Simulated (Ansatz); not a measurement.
Program: Ansatz. Geometries: PBE0-D4/def2-TZVP. ΔE: electronic, gas phase. CCSD(T)/CBS is the MP2 limit (def2-TZVPP, def2-QZVPP) plus CCSD(T) − MP2 in def2-TZVPP, frozen cores. Functionals use def2-TZVPP. B3LYP here is the variant with VWN-RPA as its local correlation; programs differ in this. For Ga, Ge, Se outer-core shells are correlated without core-valence functions, which leaves a few kJ/mol of doubt a bond. Scalar relativity is left out up to krypton. Each species was taken in one conformer, which may not be the lowest.

Consider the redistribution: `[GeH3][SeH]` + `O=C[S][GaH2]` → `O=C[Se][GeH3]` + `[SH][GaH2]`.

| level | ΔE (eV) |
| --- | --- |
| B3LYP-D4 | -0.15 |
| r2SCAN | -0.15 |
| SCS-MP2/def2-QZVPP | -0.15 |
| MP2/CBS(def2) | -0.16 |

Problem. What does CCSD(T)/CBS give? (An estimate is asked.)

Solution. The calculation gave: -0.15 eV. The listed levels differ from it by 0.00, 0.00, 0.00, -0.01 eV.

Largest T1 diagnostic among the species: 0.016.

In def2-TZVPP, CCSD(T) changes the Hartree–Fock value by −0.07 eV (the triples alone add −0.01 eV) and MP2 by −0.08 eV.
